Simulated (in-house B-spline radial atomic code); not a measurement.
**Ionising In II (In+) with different functionals**

Computed with an all-electron radial atomic-structure program (B-spline basis): four-component Dirac-Coulomb Hamiltonian, Fermi nucleus of rms radius 4.6156 fm, spin-restricted, spherical fractional occupations for the functionals, and exact exchange of hybrids averaged over the configuration. The ionisation energy is the difference of two self-consistent energies, [Kr] 4d10 5s2 → [Kr] 4d10 5s1, without Breit or QED terms; ε is the level of the shell that loses the electron (mean over j).

| method | rung | ΔSCF (eV) | -ε(5s) (eV) |
| --- | --- | --- | --- |
| BHandHLYP | global hybrid | 18.59 | 16.56 |
| B3LYP | global hybrid | 19.18 | 15.76 |
| wB97X | range-separated hybrid | 18.83 | 18.06 |
| HSE06 | range-separated hybrid | 18.92 | 15.41 |

Problem. Among the functionals, which spreads more, the ΔSCF values or the orbital energies?

Solution. The orbital energies: ΔSCF values span about 0.59 eV and the orbital energies 2.65 eV; here energy differences depend much less on the functional than eigenvalues do.

Problem. How do they compare with the NIST value?

Solution. NIST lists 18.870 eV (measured, ground level to ground level). Errors run from -0.28 to +0.31 eV; wB97X is closest (-0.04 eV), but part of that can be cancellation, since the calculations leave out Breit-QED terms, spin polarisation.
